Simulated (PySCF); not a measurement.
Level of theory: PBE-D3(BJ)/def2-TZVP // r2SCAN-D4/def2-SVP (PySCF 2.14.0). All species are isolated molecules in the gas phase. 

Reference species: [Zr(Cl)(H)3] (neutral, multiplicity 1).

```json
{
 "charge on the central atom (Mulliken)": "0.76 e",
 "coordination_number": "4",
 "LUMO": "-3.54 eV",
 "HOMO–LUMO gap": "3.77 eV"
}
```

Changed species: [Zr(H)4] (4 of 4 Cl replaced by H; the reference has 3 of 4 Cl replaced by H).

Give the shifts of the charge on the central atom (Mulliken), coordination number, LUMO and HOMO–LUMO gap.

the charge on the central atom (Mulliken) decreases by 0.09 e, to 0.67 e; the coordination number is nearly the same; the LUMO rises by 0.04 eV, to -3.50 eV; the HOMO–LUMO gap drops by 0.07 eV, to 3.70 eV.
